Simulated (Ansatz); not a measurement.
A nudged elastic band was laid between two geometries of FH2InO2 + H4Si (11 atoms, charge 0, multiplicity 1).

The calculation used RKS PBE0/def2-SVP in Ansatz.

* movable images: 5
* climbing image: yes
* spring: 5.0 eV/Å²
* optimiser: quadratic models (default)
* start path: through a guess of the saddle point
* force threshold: 0.05 eV/Å
* iteration limit: 60
* end points: relaxed

Initial state:

```xyz
11
Properties=species:S:1:pos:R:3
In 1.330 0.539 -0.430
F 2.729 -0.815 -0.234
O -0.104 0.203 -1.780
O 1.566 2.286 0.491
H -0.111 -0.598 0.948
Si -1.484 -1.106 0.535
H -0.580 1.014 -1.994
H 2.343 2.271 1.063
H -2.331 0.060 0.167
H -1.341 -2.115 -0.544
H -2.018 -1.739 1.778
```

Final state:

```xyz
11
Properties=species:S:1:pos:R:3
In 0.196 -0.038 -0.666
F 2.126 -0.587 -0.301
O 0.122 0.857 -2.447
O 1.317 1.533 0.705
H 2.035 0.859 0.591
Si -1.700 -1.156 0.617
H 1.003 1.075 -2.774
H 1.138 1.593 1.650
H -2.859 -0.220 0.730
H -2.137 -2.392 -0.096
H -1.241 -1.522 1.991
```

(1) Which bonds break or form, and what moves?

(2) What energy profile does the band end with?

(3) What is the geometry of the highest image?

(4) What are the harmonic wavenumbers there?

## Answers

(1) Bonds broken: H5–Si6. Bonds formed: O4–H5. FH2InO2 + H4Si becomes FH6InO2Si.

(2) The forces met the threshold. The highest image is number 2 of 0 to 6, 1.05 eV above the first end and 2.28 eV above the last; the last end lies 1.23 eV below the first. A vibrational analysis at the climbing image gives one clearly imaginary mode, 1109i cm⁻¹: a first-order saddle point. The orbitals stay closed-shell, which can raise the energy where a bond breaks towards radicals; this wasn't checked here.

```csv
image,path coordinate (Å),energy (eV),H5–Si6 (Å),O4–H5 (Å)
0,0.00,0.00,1.52,3.37
1,1.59,0.06,1.51,3.41
2,3.18,1.05,1.81,3.53
3,4.54,0.00,2.81,3.95
4,5.90,-0.16,3.69,2.93
5,7.27,-0.79,3.87,1.42
6,8.63,-1.23,4.24,0.99
```

(3) 
```xyz
11
Properties=species:S:1:pos:R:3
In 0.715 0.627 -0.490
F 1.757 -1.135 0.112
O 0.351 0.616 -2.440
O 1.217 2.202 0.614
H 0.546 -1.253 0.392
Si -1.233 -1.103 0.688
H 0.273 1.513 -2.788
H 1.596 1.940 1.461
H -2.024 0.145 0.393
H -1.849 -2.210 -0.099
H -1.348 -1.343 2.157
```

(4) 1109i, 54, 101, 111, 116, 130, 167, 184, 219, 318, 372, 401, 517, 595, 638, 821, 838, 863, 865, 927, 962, 1350, 2166, 2234, 2255, 3883, 3890 cm⁻¹.

Time of the run: 14 min on 2 threads of Arm Neoverse N1, with other jobs on the host, peak memory 0.29 GiB.
